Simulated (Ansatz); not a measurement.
Cd₆⁺, relaxed as a doublet with UKS PBE/def2-SVP in Ansatz, starting from the GFN1-xTB geometry. Force threshold 0.02 eV/Å.

In the def2 sets Cd takes a core potential; there is no spin–orbit coupling. The relaxation made no stability test and no search for a lower SCF solution. The structure comes from a short search, and lower isomers may exist.

Start:

```xyz
6

Cd   -1.306   -1.149   -0.870
Cd   -0.345    2.996    0.097
Cd   -1.187    1.524   -2.349
Cd    1.316   -2.706   -0.562
Cd   -0.523    0.489    1.811
Cd    2.045   -1.154    1.874
```

| step | energy (eV) | largest force component (eV/Å) | SCF passes |
| --- | --- | --- | --- |
| 1 | -27382.1854 | 0.252 | 18 |
| 2 | -27382.2361 | 0.152 | 20 |
| 3 | -27382.2903 | 0.048 | 21 |
| 4 | -27382.3179 | 0.031 | 19 |
| 5 | -27382.3362 | 0.025 | 20 |
| 6 | -27382.3478 | 0.027 | 19 |
| 7 | -27382.3522 | 0.039 | 19 |
| 8 | -27382.3550 | 0.025 | 21 |
| 9 | -27382.3572 | 0.005 | 20 |
| 10 | -27382.3575 | 0.001 | 20 |

Force components are those of the run's own axes.

End:

```xyz
6

Cd   -0.4177   -0.8189   -1.3449
Cd   -1.0437    3.3276    0.2273
Cd   -1.8923    1.7129   -2.3874
Cd    1.0657   -3.3186   -0.2387
Cd    0.3986    0.8115    1.3533
Cd    1.8894   -1.7144    2.3904
```

By distances, no bond broke or formed. The bond that changes most is Cd2–Cd3, from 2.98 to 3.19 Å (atoms count from 1). The end is the same structure that another start reached, the lowest one found.

The force fell under the threshold at step 9, but the optimiser went on. No frequencies were taken in this run, so the end may be a saddle point.

Run time 74 s (4 threads of Arm Neoverse N1 on a shared host).
